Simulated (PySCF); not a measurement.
Yb⁶⁶⁺ (ytterbium, charge +66): Hartree-Fock from Schrödinger to Dirac-Coulomb-Breit

Occupied: 1s1/2, 2s1/2. Hartree-Fock calculated with PySCF 2.14 in an uncontracted even-tempered set (16 s from 16 bohr⁻², ratio 2.7; 13 p from 20 bohr⁻², ratio 2.7), Gaussian nucleus throughout. NR is non-relativistic, sf-X2C the spin-free one-electron X2C Hamiltonian, X2C adds the bare one-electron spin-orbit term, X2C-SNSO screens it by Boettger's factors, DC is four-component Dirac-Coulomb, and the Gaunt and Breit terms are added at first order (total energies over the DC spinors, levels after relaxing the spinors in that mean field). QED terms are absent. Levels marked empty are virtual spinors of this ion.

```json
{"Hamiltonian": "NR", "E (hartree)": "-6015.3888", "E − E(DC) (hartree)": "471.1644", "CPU seconds": "0.26"}
{"Hamiltonian": "sf-X2C", "E (hartree)": "-6483.4870", "E − E(DC) (hartree)": "3.0662", "CPU seconds": "0.15"}
{"Hamiltonian": "X2C", "E (hartree)": "-6483.4870", "E − E(DC) (hartree)": "3.0662", "CPU seconds": "0.15"}
{"Hamiltonian": "X2C-SNSO", "E (hartree)": "-6483.4870", "E − E(DC) (hartree)": "3.0662", "CPU seconds": "0.16"}
{"Hamiltonian": "DC", "E (hartree)": "-6486.5532", "E − E(DC) (hartree)": "0.0000", "CPU seconds": "2.8"}
{"Hamiltonian": "DC+Gaunt", "E (hartree)": "-6480.4425", "E − E(DC) (hartree)": "6.1107", "CPU seconds": "4.6"}
{"Hamiltonian": "DC+Breit", "E (hartree)": "-6480.5745", "E − E(DC) (hartree)": "5.9787", "CPU seconds": "35"}
```

Give the 2p spin-orbit interval with each Hamiltonian that has one.

X2C 1185; X2C-SNSO 1148; DC 1156; DC+Gaunt 1141; DC+Breit 1141 (eV).

| level (eV) | NR | sf-X2C | X2C | X2C-SNSO | DC | DC+Gaunt | DC+Breit |
| --- | --- | --- | --- | --- | --- | --- | --- |
| 1s1/2 | -64735.6 | -69442.5 | -69442.5 | -69442.5 | -69516.0 | -69369.4 | -69371.1 |
| 2s1/2 | -15633.8 | -17073.0 | -17073.0 | -17073.0 | -17081.8 | -17064.2 | -17066.0 |
| 2p1/2 (empty) | -15235.9 | -15773.2 | -16616.5 | -16588.5 | -16598.1 | -16565.9 | -16570.2 |
| 2p3/2 (empty) | -15235.9 | -15773.2 | -15431.4 | -15440.6 | -15442.4 | -15425.0 | -15429.4 |
| 3s1/2 (empty) | -6726.8 | -7218.8 | -7218.8 | -7218.8 | -7221.2 | -7216.3 | -7217.0 |

Weight of the small component: 1s1/2 0.0694, 2s1/2 0.0169, 2p1/2 0.0167, 2p3/2 0.0155, 3s1/2 0.00720.

Koopmans' value for the highest occupied level at DC+Breit: 17066.0 eV, against an ionisation energy of 17050 ± 40 eV (theoretical estimate listed by NIST; NIST Atomic Spectra Database, ionization energies); the former lacks relaxation, correlation, QED and recoil.

The whole ladder took 44 s of wall time on 1 thread of Neoverse-V1 (shared host), launched as `OMP_NUM_THREADS=1 python relrun2.py TASK.json OUT` (a driver that calls PySCF for each Hamiltonian).

Dirac-Coulomb iterations, started from the X2C spinors:

```
with_ssss True, with_gaunt False, with_breit False
light speed = 137.03599967994
init E= -6423.28995046309
cycle= 1 E= -6486.55297405984  delta_E= -63.3  |g|= 2.43  |ddm|= 0.128
cycle= 2 E= -6486.55318953527  delta_E= -0.000215  |g|= 0.00489  |ddm|= 0.000795
cycle= 3 E= -6486.55318953818  delta_E= -2.91e-09  |g|= 9.96e-06  |ddm|= 9.08e-06
```
